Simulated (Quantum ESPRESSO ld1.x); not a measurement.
Q: These are the eigenvalues of the occupied orbitals of an atom or ion with whole-number occupations (eV). All-electron calculation, Dirac Kohn-Sham, PW91, spin-unpolarised, spherical densities, point nucleus. Program: ld1.x of Quantum ESPRESSO 7.5.

| orbital | eigenvalue |
|---|---|
| 1s1/2 | -106.455 |
| 2s1/2 | -5.639 |

Which element is it, and in what charge state? The configuration may be excited. Open shells, if any, fill j = l - 1/2 first.

A: Z = 4, beryllium, charge 0: Be in [He] 2s2. The 1s level, -3.9122 hartree, gives Z - s = 2.8 by -(Z - s)^2/2, which with screening and relativity narrows Z to a few neighbours, and the depths must fix Z and the occupations together.
